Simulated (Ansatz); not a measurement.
Consider the isomerisation: `BC(=N)CF` → `C=NB(C)F`.

Computed with Ansatz on PBE0-D4/def2-TZVP structures; ΔE is electronic, products minus reactants. CCSD(T)/CBS is the MP2 limit (def2-TZVPP, def2-QZVPP) plus CCSD(T) − MP2 in def2-TZVPP, frozen cores. Functionals use def2-TZVPP. Each species was taken in one conformer, which may not be the lowest.

`BC(=N)CF`:

Z-matrix (Å, degrees):
```
C
F 1 1.383
C 1 1.501 2 109.7
H 1 1.094 2 108.4 3 -121.8
H 1 1.096 2 107.8 3 119.9
N 3 1.273 1 124.4 2 -157.6
B 3 1.566 1 120.1 2 30.4
H 6 1.025 3 112.2 1 -0.8
H 7 1.195 3 119.0 1 52.2
H 7 1.191 3 120.3 1 -131.2
```

`C=NB(C)F`:

Z-matrix (Å, degrees):
```
C
B 1 1.566
H 1 1.090 2 113.5
H 1 1.094 2 110.2 3 121.8
H 1 1.095 2 109.6 3 -121.4
N 2 1.385 1 123.0 3 -2.2
F 2 1.345 1 119.3 3 -178.6
C 6 1.240 2 159.8 1 88.0
H 8 1.098 6 122.6 2 4.2
H 8 1.096 6 121.3 2 -176.0
```

CCSD(T)/CBS gives -3.67 eV.

Another level gave -3.65 eV. Which?
A. CCSD/def2-TZVPP
B. r2SCANh-D4/def2-TZVPP
C. BLYP/def2-TZVPP
D. LDA (SPW92)/def2-TZVPP

A. CCSD/def2-TZVPP -3.65, r2SCANh-D4 -3.77, BLYP -3.72, LDA (SPW92) -3.86 eV.

Largest T1 diagnostic among the species: 0.013.

At CCSD(T), def2-SVP lies −0.12 eV from the extrapolated value and def2-TZVPP +0.02 eV. In def2-TZVPP, CCSD(T) changes the Hartree–Fock value by −0.06 eV (the triples alone add +0.00 eV) and MP2 by −0.17 eV.
